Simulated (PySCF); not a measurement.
Isomers of C7H15NSi, mass 141.097 u with the commonest isotopes. Level of theory: PBE0/pcSseg-1 in PySCF (dipole) on a GFN2-xTB geometry, gas phase. One conformer each, none proved a minimum here; rigid rotors.

Question: Order these by dipole moment, largest first.
A. `[CH2:1]=[CH:2][SiH2:3][CH2:4][C@@:5]([CH3:6])([NH2:7])[CH:8]=[CH2:9]` with C1–C2–Si3–C4 11°, C2–Si3–C4–C5 167°, Si3–C4–C5–C6 50°, C4–C5–N7–H 179° and 60°, C4–C5–C8–C9 -114°
B. `[CH2:1]=[CH:2]/[C:3]([CH3:4])=[N:5]\[C@@H:6]([SiH3:7])[CH2:8][CH3:9]` with C1–C2–C3–C4 5°, C3–N5–C6–Si7 90°, N5–C6–C8–C9 67°
C. `[CH3:1][C@H:2]1[CH2:3][Si@H:4]([NH:5][CH:6]2[CH2:7][CH2:8]2)[CH2:9]1` with C3–Si4–N5–C6 83°, Si4–N5–C6–C7 -73°, C1–C2–C3–Si4 104°, C2–C3–Si4–N5 120°, N5–C6–C7–C8 110°, C3–Si4–C9–C2 -11°
D. `[CH2:1]1[CH2:2][CH:3]([N:4]2[CH2:5][CH2:6][CH2:7][SiH2:8]2)[CH2:9]1` with C2–C3–N4–C5 173°, C9–C1–C2–C3 -11°, C1–C2–C3–N4 132°, C3–N4–C5–C6 -171°, N4–C5–C6–C7 -42°
E. `[CH2:1]=[CH:2][C@@:3]1([N:4]([CH3:5])[CH3:6])[SiH2:7][C@@H:8]1[CH3:9]` with C1–C2–C3–N4 169°, C2–C3–N4–C5 -59°

Answer: B (1.59 D), C (1.20 D), A (0.94 D), D (0.74 D), E (0.43 D).

Question: Order these by rotational constant B, largest first.
A. `[CH2:1]=[CH:2][SiH2:3][CH2:4][C@@:5]([CH3:6])([NH2:7])[CH:8]=[CH2:9]` with C1–C2–Si3–C4 11°, C2–Si3–C4–C5 167°, Si3–C4–C5–C6 50°, C4–C5–N7–H 179° and 60°, C4–C5–C8–C9 -114°
B. `[CH2:1]1[CH2:2][CH:3]([C@@H:4]2[CH2:5][NH:6][SiH2:7][CH2:8]2)[CH2:9]1` with C2–C3–C4–C5 -67°, C9–C1–C2–C3 12°, C1–C2–C3–C4 -132°, C3–C4–C5–N6 -166°, C4–C5–N6–Si7 30°
C. `[CH2:1]=[C:2]1[CH2:3][C@@H:4]([CH2:5][CH3:6])[C@@H:7]1[NH:8][SiH3:9]` with C3–C4–C5–C6 174°, C4–C7–N8–Si9 157°, C1–C2–C3–C4 -161°, C2–C3–C4–C5 -131°, C3–C4–C7–N8 133°, C1–C2–C7–C4 161°
D. `[CH2:1]=[CH:2][C:3](=[CH2:4])[CH2:5][SiH2:6][N:7]([CH3:8])[CH3:9]` with C1–C2–C3–C4 175°, C2–C3–C5–Si6 85°, C3–C5–Si6–N7 176°, C5–Si6–N7–C8 40°
E. `[CH2:1]=[CH:2]/[C:3]([CH3:4])=[N:5]\[C@@H:6]([SiH3:7])[CH2:8][CH3:9]` with C1–C2–C3–C4 5°, C3–N5–C6–Si7 90°, N5–C6–C8–C9 67°
F. `[CH2:1]=[CH:2][C@@:3]1([N:4]([CH3:5])[CH3:6])[SiH2:7][C@@H:8]1[CH3:9]` with C1–C2–C3–N4 169°, C2–C3–N4–C5 -59°
G. `[CH2:1]1[CH2:2][CH:3]([N:4]2[CH2:5][CH2:6][CH2:7][SiH2:8]2)[CH2:9]1` with C2–C3–N4–C5 173°, C9–C1–C2–C3 -11°, C1–C2–C3–N4 132°, C3–N4–C5–C6 -171°, N4–C5–C6–C7 -42°

Answer: F (1271 MHz), C (1072 MHz), G (905.4 MHz), E (863.3 MHz), B (735.4 MHz), A (687.7 MHz), D (673.1 MHz).

Question: Order these by rotational constant C, smallest first.
A. `[CH2:1]=[CH:2][SiH2:3][CH2:4][C@@:5]([CH3:6])([NH2:7])[CH:8]=[CH2:9]` with C1–C2–Si3–C4 11°, C2–Si3–C4–C5 167°, Si3–C4–C5–C6 50°, C4–C5–N7–H 179° and 60°, C4–C5–C8–C9 -114°
B. `[CH2:1]=[CH:2]/[C:3]([CH3:4])=[N:5]\[C@@H:6]([SiH3:7])[CH2:8][CH3:9]` with C1–C2–C3–C4 5°, C3–N5–C6–Si7 90°, N5–C6–C8–C9 67°
C. `[CH2:1]=[CH:2][C@@:3]1([N:4]([CH3:5])[CH3:6])[SiH2:7][C@@H:8]1[CH3:9]` with C1–C2–C3–N4 169°, C2–C3–N4–C5 -59°
D. `[CH2:1]1[CH2:2][CH:3]([N:4]2[CH2:5][CH2:6][CH2:7][SiH2:8]2)[CH2:9]1` with C2–C3–N4–C5 173°, C9–C1–C2–C3 -11°, C1–C2–C3–N4 132°, C3–N4–C5–C6 -171°, N4–C5–C6–C7 -42°
E. `[CH2:1]=[CH:2][C:3](=[CH2:4])[CH2:5][SiH2:6][N:7]([CH3:8])[CH3:9]` with C1–C2–C3–C4 175°, C2–C3–C5–Si6 85°, C3–C5–Si6–N7 176°, C5–Si6–N7–C8 40°
F. `[CH3:1][C@H:2]1[CH2:3][Si@H:4]([NH:5][CH:6]2[CH2:7][CH2:8]2)[CH2:9]1` with C3–Si4–N5–C6 83°, Si4–N5–C6–C7 -73°, C1–C2–C3–Si4 104°, C2–C3–Si4–N5 120°, N5–C6–C7–C8 110°, C3–Si4–C9–C2 -11°

Answer: E (618.7 MHz), F (648.1 MHz), A (669.3 MHz), B (693.3 MHz), D (792.9 MHz), C (1072 MHz).

| SMILES | point group | Ia (u·Å²) | Ib (u·Å²) | Ic (u·Å²) | κ | μa (D) | μb (D) | μc (D) |
| --- | --- | --- | --- | --- | --- | --- | --- | --- |
| C=C[C@@]1(N(C)C)[SiH2][C@@H]1C | C1 | 343.58 | 397.56 | 471.32 | 0.00 | 0.35 | 0.13 | 0.21 |
| C=C[SiH2]C[C@@](C)(N)C=C | C1 | 224.49 | 734.84 | 755.09 | -0.98 | 0.40 | 0.84 | 0.11 |
| C[C@H]1C[Si@H](NC2CC2)C1 | C1 | 140.15 | 733.68 | 779.75 | -0.97 | 0.85 | 0.14 | 0.84 |
| C1CC(N2CCC[SiH2]2)C1 | C1 | 169.59 | 558.16 | 637.35 | -0.90 | 0.00 | 0.72 | 0.15 |
| C1CC([C@@H]2CN[SiH2]C2)C1 | C1 | 140.13 | 687.18 | 787.08 | -0.94 | 0.42 | 0.57 | 0.50 |
| C=C/C(C)=N\[C@@H]([SiH3])CC | C1 | 308.96 | 585.42 | 728.90 | -0.64 | 1.12 | 0.27 | 1.10 |
| C=C1C[C@@H](CC)[C@@H]1N[SiH3] | C1 | 331.64 | 471.47 | 757.40 | -0.06 | 0.76 | 0.36 | 0.51 |
| C=CC(=C)C[SiH2]N(C)C | C1 | 197.17 | 750.79 | 816.84 | -0.94 | 0.78 | 0.48 | 0.42 |
